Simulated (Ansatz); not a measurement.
```yaml
crystal:
  periodic: [true, true, true]
  atoms:
    - {symbol: C, position_ang: [-0.595902, 1.357053, 0.501201]}
    - {symbol: C, position_ang: [0.030968, 0.494079, -0.101562]}
    - {symbol: Si, position_ang: [0.031706, -1.150647, 0.377202]}
    - {symbol: Te, position_ang: [1.172116, 0.987051, -1.590517]}
    - {symbol: H, position_ang: [-0.602618, 2.321323, 0.236516]}
    - {symbol: H, position_ang: [-1.140934, 1.120406, 1.305793]}
    - {symbol: H, position_ang: [1.283097, -1.526923, 0.777605]}
    - {symbol: H, position_ang: [-0.334971, -1.937745, -0.679829]}
    - {symbol: H, position_ang: [-0.857261, -1.315096, 1.404995]}
    - {symbol: H, position_ang: [1.090250, -0.396513, -2.228644]}
basis:
  gaussian: {orbitals: def2-SVPD, fitting: {mean_field: def2-universal-jkfit}, final_grid: {core_spheres: 8, valence_spheres: 7, degree: 23}}
total_charge: -1
magnetization: {spin_polarized: true, initial_magnetization: 1}
hamiltonian: {xc: {name: wB97M-V}}
accuracy: high
output: {forces: true}
```

```sh
$ ansatz run in.yaml --threads 4 --pin off --events-out ev --progress --plain --max-ram 10444MiB
```

Shortened log:

```
Error: YAML parse error: error: line 2 column 3: crystal: missing field `lattice` (a structure is typed as `lattice` and `atoms`, a molecule's as `atoms` in Å alone, or read from a run's directory, `checkpoint`)
 --> <input>:2:3
1 | crystal:
2 |   periodic: [true, true, true]
3 |   atoms:
4 |     - {symbol: C, position_ang: [-0.595902, 1.357053, 0.501201]}
```

Question: Something in this input is off. What?

Answer: The molecule is marked periodic without a cell. The input was rejected before any iteration.
